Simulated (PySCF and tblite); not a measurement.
C₆H₁₂O₂, numbered as in [CH3:1][O:2][C:3](=[O:4])[C:5]([CH3:6])([CH3:7])[CH3:8].

The ensemble was built from 90 distance-geometry starts (ETKDG and KDG, MMFF94s, GFN2-xTB) and rests on GFN2-xTB geometries. Free energies are PBE0-D3(BJ)/def2-SVP (IEF-PCM, chloroform) single points with GFN2-xTB rigid-rotor and vibrational terms (modes under about 100 cm⁻¹ blended into free rotors). Symmetry numbers and mirror images are counted. Conformers within 3 kcal/mol (GFN2-xTB free energy) were kept, 6 at most. GIAO shieldings: KT3/pcSseg-1 (IEF-PCM, chloroform). Shifts are against TMS (¹H), TMS (¹³C) at the same level. (PySCF 2.14, tblite 0.8.)

Torsions listed: C1–O2–C3–O4, O2–C3–C5–C6.

```
conformer     shape  weight %  dipole D
        1  0°, 180°     100.0      2.11
```

Question: How do the computed shifts compare with measured ones?

Answer: 
```
nucleus    signal  leading conformer  average  measured                                          medium
     ¹H  H6/H7/H8               1.27     1.27       1.2  not stated per compound (mostly CDCl3 or CCl4)
    ¹³C        C5               43.2     43.2      38.7  not stated per compound (mostly CDCl3 or CCl4)
    ¹³C  C6/C7/C8               28.9     28.9      27.3  not stated per compound (mostly CDCl3 or CCl4)
```

Measured values: Pretsch, Buehlmann, Badertscher, Structure Determination of Organic Compounds, 4th ed. (2009). Mean difference for ¹³C: 3.05 ppm, scatter 1.45 ppm. The computed shifts are unscaled and lack vibrational corrections.
